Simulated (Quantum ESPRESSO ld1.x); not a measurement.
Task: These are the eigenvalues of the occupied orbitals of an atom or ion with whole-number occupations (hartree). Method: Dirac Kohn-Sham, relativistic LDA (MacDonald-Vosko exchange, VWN5 correlation), spin-unpolarised, spherical densities, point nucleus; computed with ld1.x of Quantum ESPRESSO 7.5.

1s1/2: -2693.81
2s1/2: -470.951
2p1/2: -451.307
2p3/2: -395.763
3s1/2: -111.075
3p1/2: -102.233
3p3/2: -90.1072
3d3/2: -75.2260
3d5/2: -72.5843
4s1/2: -24.8874
4p1/2: -21.1675
4p3/2: -18.3090
4d3/2: -12.1819
4d5/2: -11.6496
5s1/2: -5.18967
5p1/2: -4.01841
4f5/2: -3.85561
4f7/2: -3.75202
5p3/2: -3.54734
5d3/2: -1.94236
6p1/2: -1.28824

Which element is it, and in what charge state? The configuration may be excited. Open shells, if any, fill j = l - 1/2 first.

Result: Z = 76, osmium, charge +4: Os4+ in [Xe] 4f14 5d3 6p1. The list shows which subshells hold electrons but not how many an open one holds; the 1s level, -2693.8 hartree, gives Z - s = 73.4 by -(Z - s)^2/2, which with screening and relativity narrows Z to a few neighbours, and the depths of the outer levels then fix element, charge and occupations together.
